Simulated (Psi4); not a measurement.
H$_{6}$ClNSi$_{2}$ (SMILES N[SiH2][SiH2]Cl), singlet, at a GFN2-xTB geometry. Base run: CCSD(T)/cc-pVDZ in Psi4 1.11.

Psi4 was given this input:
```
memory 2 GB

molecule {
0 1
  Si    0.79388797    0.35786447   -0.75697685
  Cl    1.73683234    0.19744236    1.04440163
  Si   -1.33612925   -0.55959264   -0.64537585
  N    -2.33019624   -0.05776733    0.67351902
  H     0.85450507    1.79219770   -1.06462196
  H     1.69178604   -0.29449976   -1.71358235
  H    -2.10558469   -0.17249243   -1.83135875
  H    -1.30312366   -2.01992135   -0.51354302
  H    -2.70621473    0.87684881    0.67689742
  H    -2.05476619   -0.31008747    1.60968539
}

set basis cc-pvdz
set freeze_core true

energy('ccsd(t)')
print_variables()
```

The base run was repeated with changes; each row names its change, and settings that it needs were set with it.

```
change                ΔE vs base (kcal/mol)  MP2 correlation (Eh)  basis functions  core-seconds (rough)
--------------------  ---------------------  --------------------  ---------------  --------------------
base                                  0.000              -0.50435               98                   200
method = mp4                              ?              -0.50435               98                   100
method = qcisd(t)                    -0.177              -0.50435               98                   100
method = fno-ccsd(t)                  0.000              -0.50435               98                   100
method = mp3                          13.80              -0.50408               98                     8
method = dlpno-mp2                    46.00              -0.50400               98                     9
method = mp2                          45.96              -0.50408               98                     8
method = ccsd                             ?              -0.50435               98                   100
```

Task: What belongs in the gaps?

Result: 
- method = mp4, ΔE vs base (kcal/mol): 1.69
- method = ccsd, ΔE vs base (kcal/mol): 8.45
